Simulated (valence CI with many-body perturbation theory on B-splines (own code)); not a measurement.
# Dy59+: fill in the table

Computed by relativistic CI+MBPT: five valence electrons over a frozen Dirac-Fock core [He], radial functions for each j: 9 s, 9 p, 8 d, 6 f, 3 g, 1 h, with the one-electron correlation potential Σ1 (screened to all orders), the two-electron term Σ2, the three-electron term Σ3, Breit, model QED; selected single and double excitations, second order for the rest (own B-spline code, finite nucleus).

The last digits are not significant, and no measured levels were compared; by estimate large intervals hold to a few tenths of a per cent, small ones and those within an open d or f shell to about a per cent. Among the levels kept, up to 1100 cm⁻¹ of a level comes from second order outside the variational space, and about a tenth of that is noise between levels of different J, which matters for small intervals.

| Level | E (eV) |
| --- | --- |
| (2s^2 2p1/2^2 2p3/2) J=3/2 | 0.0 |
| (2s^2 2p1/2 2p3/2^2) J=3/2 | 815.3 |
| (2s^2 2p1/2 2p3/2^2) J=5/2 | 837.7 |
| (2s^2 2p1/2 2p3/2^2) J=1/2 | 881.1 |
| (2s 2p1/2^2 2p3/2^2) J=5/2 | ? |
| (2s 2p1/2^2 2p3/2^2) J=1/2 | ? |
| (2s 2p1/2^2 2p3/2^2) J=3/2 | ? |
| (2s^2 2p3/2^3) J=3/2 | 1698.2 |
| (2s 2p1/2 2p3/2^3) J=3/2 [a] | ? |
| (2s 2p1/2 2p3/2^3) J=5/2 | 1983.5 |
| (2s 2p1/2 2p3/2^3) J=1/2 | 2036.4 |
| (2s 2p1/2 2p3/2^3) J=3/2 [b] | 2046.0 |
| (2p1/2^2 2p3/2^3) J=3/2 | 2366.7 |
| (2s 2p3/2^4) J=1/2 | 2868.8 |
| (2p1/2 2p3/2^4) J=1/2 | ? |
| (2s^2 2p1/2^2 3s) J=1/2 | ? |
| (2s^2 2p1/2^2 3p1/2) J=1/2 | 7059.0 |
| (2s^2 2p1/2^2 3p3/2) J=3/2 | 7314.6 |
| (2s^2 2p1/2^2 3d3/2) J=3/2 | 7394.3 |
| (2s^2 2p1/2^2 3d5/2) J=5/2 | 7470.0 |

Levels are named by their leading jj configuration (3d3/2^4 stands for four electrons in 3d with j = 3/2), which in mixed levels can hold well under half, so a name can repeat and another be missing. Letters in brackets count levels of one name in rising energy.

**Question.** The levels stand in rising order. What does the calculation give for the missing energies?

**Answer.** (2s 2p1/2^2 2p3/2^2) J=5/2 1105.8; (2s 2p1/2^2 2p3/2^2) J=1/2 1196.5; (2s 2p1/2^2 2p3/2^2) J=3/2 1197.9; (2s 2p1/2 2p3/2^3) J=3/2 [a] 1945.1; (2p1/2 2p3/2^4) J=1/2 3208.2; (2s^2 2p1/2^2 3s) J=1/2 6970.9.
